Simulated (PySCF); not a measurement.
# Spinor energies of V (vanadium, neutral)

Start: [Ar] 3d3 4s2; 3d3/2 filled at m_j = -1/2, +1/2, +3/2. Calculated with PySCF 2.14 in x2c-TZVPall-2c (6s7p4d1f, 54 functions): generalised Hartree-Fock with the X2C-1e Hamiltonian and a Gaussian nucleus; one run each with spin-orbit coupling (SO) switched off, then screened by Boettger's factors.

```json
{"spinor shell": "1s1/2", "electrons": "2", "ε, spin-free (eV)": "-5520.3", "ε, screened SO (eV)": "-5520.3", "weight of nominal j (screened SO)": "1.000", "rms radius, screened SO (bohr)": "0.0768"}
{"spinor shell": "2s1/2", "electrons": "2", "ε, spin-free (eV)": "-657.31", "ε, screened SO (eV)": "-657.29", "weight of nominal j (screened SO)": "1.000", "rms radius, screened SO (bohr)": "0.332"}
{"spinor shell": "2p1/2", "electrons": "2", "ε, spin-free (eV)": "-545.84", "ε, screened SO (eV)": "-551.07", "weight of nominal j (screened SO)": "0.986", "rms radius, screened SO (bohr)": "0.301"}
{"spinor shell": "3s1/2", "electrons": "2", "ε, spin-free (eV)": "-87.759", "ε, screened SO (eV)": "-87.747", "weight of nominal j (screened SO)": "1.000", "rms radius, screened SO (bohr)": "1.02"}
{"spinor shell": "3p1/2", "electrons": "2", "ε, spin-free (eV)": "-55.084", "ε, screened SO (eV)": "-56.808", "weight of nominal j (screened SO)": "0.656", "rms radius, screened SO (bohr)": "1.11"}
{"spinor shell": "3p3/2", "electrons": "4", "ε, spin-free (eV)": "-55.084", "ε, screened SO (eV)": "-54.214", "weight of nominal j (screened SO)": "0.828", "rms radius, screened SO (bohr)": "1.11"}
{"spinor shell": "3d3/2", "electrons": "3", "ε, spin-free (eV)": "-13.636", "ε, screened SO (eV)": "-13.644", "weight of nominal j (screened SO)": "0.609", "rms radius, screened SO (bohr)": "1.51"}
{"spinor shell": "4s1/2", "electrons": "2", "ε, spin-free (eV)": "-6.354", "ε, screened SO (eV)": "-6.353", "weight of nominal j (screened SO)": "1.000", "rms radius, screened SO (bohr)": "3.88"}
```

Problem. Where does 2p3/2 lie, and what is the 2p spin-orbit splitting (screened SO)?

Solution. At -543.24 eV, 7.836 eV above 2p1/2.

```tsv
quantity	spin-free	screened SO
E (hartree)	-948.12341	-948.13336
M_J	3/2	3/2
⟨J²⟩	6.768	6.703
⟨L²⟩	12.007	12.006
⟨S²⟩	3.761	3.760
```

The determinant has a definite M_J but mixes levels of different J.

Each row is a mean over spinors that exchange with the open shell spreads, by up to 9.296 eV (3p1/2).

Rows whose weight is well below 1 are mixtures of j = l ± 1/2: exchange outweighs spin-orbit coupling there, and the label is only the starting occupation.

Without spin-orbit coupling the j labels of p, d and f shells carry no meaning; the spin-free column gives the mean over the occupied spinors of each nl shell, and its ⟨J²⟩ belongs to a mixture of degenerate components.
